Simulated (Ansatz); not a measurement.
`C=[C]([GaH2])[SnH3]` + NH₃ → `C=[C](N)[GaH2]` + `[SnH4]` at 298.15 K and 1 bar (substitution at a C–Sn bond).

Computed with Ansatz on PBE0-D4/def2-TZVP structures; ΔE is electronic, products minus reactants. CCSD(T)/CBS is the MP2 limit (def2-TZVPP, def2-QZVPP) plus CCSD(T) − MP2 in def2-TZVPP, frozen cores. This one scheme is used for every species. Elements past krypton have def2 core potentials. For Ga, Sn outer-core shells are correlated without core-valence functions, which leaves a few kJ/mol of doubt a bond. Scalar relativity is left out up to krypton. One conformer a species, not always the lowest.

| species | CCSD(T)/CBS energy (Eh) | H − E (kJ/mol) | S (J/(mol·K)) |
| --- | --- | --- | --- |
| `C=[C]([GaH2])[SnH3]` | -2218.21223 | 194.4 | 380.5 |
| NH₃ | -56.50880 | 100.5 | 192.4 |
| `C=[C](N)[GaH2]` | -2058.31399 | 208.2 | 325.9 |
| `[SnH4]` | -216.39156 | 79.6 | 228.5 |

H − E and S are ideal-gas, rigid-rotor, harmonic terms from PBE0-D4/def2-TZVP, for one conformer and one mirror image of each species. 1 Eh = 2625.50 kJ/mol, R = 8.31446 J/(mol·K).

**Question.** By hand: ΔE, ΔH, ΔS and ΔG.

**Answer.** ΔE = (-2058.31399) + (-216.39156) − (-2218.21223) − (-56.50880) = 0.01548 Eh = 40.6 kJ/mol. Δ(H − E) = 208.2 + 79.6 − 194.4 − 100.5 = -7.1, so ΔH = 33.5 kJ/mol. ΔS = 325.9 + 228.5 − 380.5 − 192.4 = -18.5 J/(mol·K). ΔG = 33.5 − 298.15 × (-18.5)/1000 = 39.0 kJ/mol.

**Question.** By hand: the equilibrium constant, and the temperature at which ΔG would vanish if ΔH and ΔS stayed fixed.

**Answer.** log₁₀ K = −ΔG/(RT ln 10) = -6.8. ΔH and −TΔS have one sign here, so there is no such temperature.

ΔH outweighs TΔS. A doubt of 5 kJ/mol in ΔE shifts log₁₀ K by 0.9 here. Other conformers and mirror images would add mixing entropy, several J/(mol·K) or more a flexible species. These are equilibria of isolated gas molecules and say nothing of rates. Largest T1 diagnostic: 0.013 (customary marks: 0.02 for closed shells, 0.045 for open ones).
